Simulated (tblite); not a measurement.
C6H7N2 (doublet state).
Atom-mapped SMILES: `[H]/[N:2]=[C:3]1\[CH2:4][C@@H:5]2[C:6]=[N:7][C@H:8]1[CH2:9]2` (hydrogens: H1 on N2; H10, H11 on C4; H12 on C5; H13 on C8; H14, H15 on C9)

Cartesian coordinates in Å at the GFN2-xTB level; atoms count from 1:
```xyz
15
C6H7N2 angstrom
H      2.2638    0.4949   -1.8886
N      1.2593    0.3619   -1.9847
C      0.6369    0.1282   -0.9248
C      1.1049    0.0149    0.5170
C     -0.2042   -0.3221    1.2555
C     -0.6029   -1.6419    0.6517
N     -0.9382   -1.5548   -0.5370
C     -0.8546   -0.1149   -0.8838
C     -1.2120    0.5428    0.4651
H      1.5015    0.9746    0.8550
H      1.8789   -0.7434    0.6410
H     -0.1831   -0.2357    2.3366
H     -1.4102    0.1364   -1.7803
H     -2.2466    0.3571    0.7496
H     -0.9979    1.6100    0.5057
```

Structure optimised with GFN2-xTB, isolated species. This method treats the open shell by occupation alone, without spin polarisation.

Take the most abundant isotopes and a rigid rotor. 

(1) Give the principal moments of inertia and the rotational constants in MHz.

(2) Classify the top.

(3) Is it planar, by Δ = Ic − Ia − Ib?

(4) List the rotational levels J(Ka,Kc) to J = 3 (cm⁻¹).

(5) Estimate the classical rotational partition function at 10 K, 298.15 K and 500 K.

Results:

(1) Ia = 129.54, Ib = 213.37, Ic = 240.09 u·Å²; 505379 MHz·u·Å²/I gives A = 3901, B = 2369, C = 2105 MHz.

(2) An asymmetric top. Ray's parameter κ = (2B − A − C)/(A − C) = -0.706; −1 is the prolate and +1 the oblate limit.

(3) Not planar: Δ = Ic − Ia − Ib = -102.82 u·Å². For a rigid frame Δ = −2 Σ m c², so Σ m c² = 51.41 u·Å² lies off the ab plane: 10.66 from hydrogen and 40.75 from heavier atoms. The atom farthest from that plane is 2.07 Å away.

(4) Above 0(0,0):
J = 1: 1(0,1) 0.1492, 1(1,1) 0.2003, 1(1,0) 0.2091
J = 2: 2(0,2) 0.4466, 2(1,2) 0.4900, 2(1,1) 0.5164, 2(2,1) 0.6697, 2(2,0) 0.6708
J = 3: 3(0,3) 0.8902, 3(1,3) 0.9238, 3(1,2) 0.9765, 3(2,2) 1.1174, 3(2,1) 1.1225, 3(3,1) 1.3956, 3(3,0) 1.3957

(5) Point group C1, symmetry number σ = 1; q = (√π/σ)·√((kT/h)³/(ABC)), k/h = 20836.6 MHz/K: 1210 at 10 K, 197000 at 298.15 K, 427000 at 500 K.

For this open shell read J as N, the rotation without spin; fine and hyperfine splittings come on top. Its GFN2-xTB frequencies are all real (lowest 129 cm⁻¹). Constants of a rigid frame at the computed geometry: no zero-point averaging, no centrifugal distortion.

Time: 0.29 s. Hardware: AMD EPYC 7B13, one thread, no GPU, shared host with 128 logical CPUs at a one-minute load of 16. These figures are those of the optimisation.
